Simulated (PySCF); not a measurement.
## Frontier orbitals and the lowest excitations

Species: C6H11N.
Structure used (GFN2-xTB), in Å, numbered top down from 1:
```xyz
18
C6H11N angstrom
C     -2.2804    1.0712    0.0717
C     -1.0414    0.3912    0.6404
C     -0.5577   -0.7425   -0.2615
C      0.7042   -1.4103    0.2940
C      1.8455   -0.5002    0.2789
N      2.8842   -0.0885    0.8503
C      2.5468    0.5252   -0.4769
H     -2.6090    1.8749    0.7257
H     -2.0702    1.4916   -0.9094
H     -3.0955    0.3578   -0.0303
H     -0.2424    1.1269    0.7583
H     -1.2690   -0.0087    1.6315
H     -1.3463   -1.4922   -0.3541
H     -0.3477   -0.3499   -1.2594
H      0.9679   -2.2711   -0.3306
H      0.5372   -1.7709    1.3126
H      3.1713    0.2535   -1.3186
H      2.1937    1.5484   -0.4723
```

Theory: PySCF 2.14.0, density-fitted response routines, TDDFT CAM-B3LYP/def2-SVPD, vertical, gas phase, core orbitals frozen in the response.

Frontier orbitals with the atoms that hold most of them (Löwdin shares over 4%, at most four atoms; ? is withheld):

```json
{"orbital": "HOMO-3", "ε (eV)": "-11.05", "atoms": "C2 24%, C3 22%, C1 13%, H12 7%"}
{"orbital": "HOMO-2", "ε (eV)": "-11.02", "atoms": "C2 25%, C3 15%, H11 13%, C1 12%"}
{"orbital": "HOMO-1", "ε (eV)": "-9.47", "atoms": "?"}
{"orbital": "HOMO", "ε (eV)": "-8.87", "atoms": "N6 40%, C7 29%, C5 18%, C4 5%"}
{"orbital": "LUMO", "ε (eV)": "1.02", "atoms": "?"}
{"orbital": "LUMO+1", "ε (eV)": "1.34", "atoms": "C1 16%, C7 9%, C5 9%, N6 8%"}
{"orbital": "LUMO+2", "ε (eV)": "1.72", "atoms": "C4 17%, H15 14%, C1 12%, H16 11%"}
```

Problem. Give the leading atoms of the HOMO-1.

Solution. N6 (bonded to 2 C) 36%; C5 (bonded to 2 C and N) 20%; C7 (bonded to C, N and 2 H) 17%; H17 (bonded to C) 7%. By element: carbon 37% or more, nitrogen 36%, hydrogen 7% or more.

Problem. Give the leading atoms of the LUMO.

Solution. N6 (bonded to 2 C) 27%; C5 (bonded to 2 C and N) 26%; C4 (bonded to 2 C and 2 H) 10%; H15 (bonded to C) 10%. By element: carbon 37% or more, nitrogen 27%, hydrogen 10% or more.

Problem. The HOMO–LUMO gap is 9.89 eV. Where does the response calculation put the lowest singlet, and from which orbitals?

Solution. S1 is at 5.35 eV (f = 0.0003), 4.54 eV below the gap, made of HOMO→LUMO (78%), HOMO→LUMO+1 (16%). Without the coupling terms of the response equations the lowest excitation would equal the gap.

Next come S2 at 7.08 eV (f 0.068), HOMO-1→LUMO (67%), HOMO-1→LUMO+1 (11%); S3 at 7.53 eV (f 0.071), HOMO→LUMO+1 (39%), HOMO→LUMO+4 (13%), HOMO→LUMO+2 (13%); S4 at 7.94 eV (f 0.058), HOMO→LUMO+2 (35%), HOMO→LUMO+3 (22%), HOMO→LUMO+5 (15%); S5 at 7.97 eV (f 0.0080), HOMO-5→LUMO (27%), HOMO-4→LUMO (25%), HOMO-2→LUMO (11%).

Löwdin shares depend on the basis, the more so with diffuse functions.

Hardware: one thread of an Intel Xeon at 2.70 GHz, no GPU, shared host with 64 logical CPUs at a one-minute load of 60. Cost: 1.9 min wall (with the writing of density and orbital grids), 1.1 GiB resident at most.

One conformer stands for the species.
